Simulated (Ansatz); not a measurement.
The cluster Be3Se2⁺. Charge 1, multiplicity 2. Geometry PBE-D4/def2-SVP; atoms count from 1.

```xyz
5

Be    0.496    0.283    1.446
Be    0.112   -0.748   -0.664
Be   -0.741    1.362    0.015
Se    0.570   -1.715    1.116
Se   -0.436    0.818   -1.913
```

Another isomer (doublet) lies 0.48 eV lower at PBE0-D4/def2-TZVP; other spin states weren't run for this one.

Question: Estimate the Mulliken populations from the PBE0/def2-TZVP orbitals of Ansatz.

Answer: 
| atom | charge (e) | spin (α − β) |
| --- | --- | --- |
| Be1 | 0.23 | 0.34 |
| Be2 | 0.20 | -0.03 |
| Be3 | 0.23 | 0.34 |
| Se4 | 0.17 | 0.18 |
| Se5 | 0.17 | 0.18 |
Mulliken values depend strongly on the basis.

Question: Where does the spin sit?

Answer: Summed by element: Be 0.64, Se 0.36, of 1 unpaired in all. Largest on single atoms: Be1 0.34, Be3 0.34, Se4 0.18.

Question: And the Mayer bond orders between heavy atoms (over 0.3)?

Answer: Be1–Be3 0.60 (2.18 Å); Be1–Se4 1.42 (2.03 Å); Be2–Se4 1.09 (2.08 Å); Be2–Se5 1.09 (2.08 Å); Be3–Se5 1.42 (2.03 Å).
